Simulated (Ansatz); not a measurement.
diiodomethane (SMILES ICI) moved off its minimum; all values from Ansatz (a program for electronic structure), cores frozen in correlated methods. Elements past Kr take the def2 small-core potentials, without spin–orbit coupling.
(charge 0, multiplicity 1)
```xyz
5

I     -1.73458     0.12049    -0.01086
C      0.19440    -0.94995     0.18785
I      1.94752     0.20929    -0.03549
H     -0.06027    -1.71163     0.99620
H      0.03708    -1.67088    -0.75344
```

### Question
Give the forces (eV/Å), the total energy and the dipole at CCSD(T)/def2-TZVPPD.

### Answer

| atom | Fx | Fy | Fz |
|---|---|---|---|
| I1 | 0.519 | 0.031 | 0.218 |
| C2 | -2.535 | -3.130 | -2.105 |
| I3 | -0.195 | -0.320 | 0.414 |
| H4 | 1.279 | 1.609 | -0.255 |
| H5 | 0.931 | 1.810 | 1.728 |
Energy -632.8514 hartree, dipole 1.15 D.
